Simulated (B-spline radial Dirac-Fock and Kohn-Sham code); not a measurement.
## Dipole and non-dipole photoemission parameters of I 4p3/2

System: atomic iodine, [Kr] 4d10 5s2 5p5; threshold 123.0 eV (tabulated edge). Method: Dirac-Hartree-Slater photoionisation with a Latter tail; cross sections with all multipoles, angular parameters from the dipole term and its interference with E2. Computed with an atomic code on a B-spline grid.

```
hν (eV)  σ (kb)       β       γ       δ
    168     309  -0.451   0.107  -0.028
    178     304  -0.301   0.000  -0.006
    184     301  -0.209  -0.042   0.006
    459     171   1.325   0.228   0.016
    491       ?       ?       ?       ?
    557     137   1.451   0.203   0.008
    580     130   1.473   0.194   0.007
    600     124   1.490   0.185   0.006
    650     112   1.527   0.162   0.005
    859    75.8   1.624   0.071   0.001
    917    68.6   1.641   0.050   0.001
    973    62.5   1.654   0.033   0.001
   1020    58.0   1.664   0.020   0.001
   1090    52.0   1.676   0.004   0.000
   1280    39.5   1.697  -0.023   0.001
   1810    20.8   1.714  -0.013   0.002
   2000    17.1   1.713   0.009   0.003
   2580    10.2   1.698   0.108   0.005
 2984.4    7.45   1.682   0.189   0.007
   4000    3.87   1.637   0.404   0.012
   4470    2.98   1.616   0.502   0.015
   5700    1.65   1.561   0.742   0.023
   5820    1.57   1.555   0.764   0.024
   6000    1.45   1.547   0.796   0.025
 8047.8   0.681   1.463   1.125   0.043
  13000   0.181   1.290   1.695   0.092
  15000   0.120   1.231   1.861   0.113
```

Question: Give the values at 491 eV.

Answer: σ = 158 kb, β = 1.373, γ = 0.224, δ = 0.013.
